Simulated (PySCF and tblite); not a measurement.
The numbers below are computed, except where a source is named.
Stationary points of C5H2N2O2 at GFN2-xTB, in Å:

Structure A

```
 1 N     3.417   -1.154   -0.633
 2 C     2.500   -0.520   -0.376
 3 C     1.316    0.268   -0.059
 4 O     1.370    1.445    0.205
 5 C     0.092   -0.539   -0.113
 6 C    -1.115   -0.029    0.206
 7 O    -2.244   -0.788    0.234
 8 C    -1.287    1.329    0.617
 9 N    -1.535    2.399    0.942
10 H     0.174   -1.577   -0.406
11 H    -2.688   -0.833   -0.619
```

Structure B

```
 1 N     3.311   -1.208   -0.717
 2 C     2.429   -0.552   -0.400
 3 C     1.284    0.260   -0.006
 4 O     1.403    1.390    0.413
 5 C     0.028   -0.460   -0.184
 6 C    -1.171    0.093    0.118
 7 O    -2.349   -0.516   -0.025
 8 C    -1.280    1.423    0.634
 9 N    -1.444    2.476    1.050
10 H     0.076   -1.469   -0.572
11 H    -2.248   -1.413   -0.376
```

Structure C

```
 1 N     3.530   -1.061   -0.552
 2 C     2.566   -0.489   -0.320
 3 C     1.334    0.231   -0.026
 4 O     1.331    1.394    0.316
 5 C     0.152   -0.604   -0.191
 6 C    -1.087   -0.109    0.039
 7 O    -2.179   -0.873   -0.111
 8 C    -1.297    1.243    0.450
 9 N    -1.618    2.292    0.780
10 H     0.266   -1.631   -0.500
11 H    -2.993   -0.389    0.087
```

The path came from a restrained scan, a climbing-image band and a saddle search at GFN2-xTB; energies are PBE0/pcSseg-1 + D3(BJ)//GFN2-xTB, thermal terms GFN2-xTB.

Task: Which structure is a saddle point, and along which motion?

Result: A: one imaginary mode (563i cm⁻¹ at GFN2-xTB, mostly on H11, O7), along the rotation about the C6–O7 bond (torsion C5–C6–O7–H from -180° to 0°, rising).

Task: Give their symmetry and energies above the lowest.

Result: A C1, 7.2 kcal/mol; B Cs, 1.0 kcal/mol; C Cs, 0.0 kcal/mol.
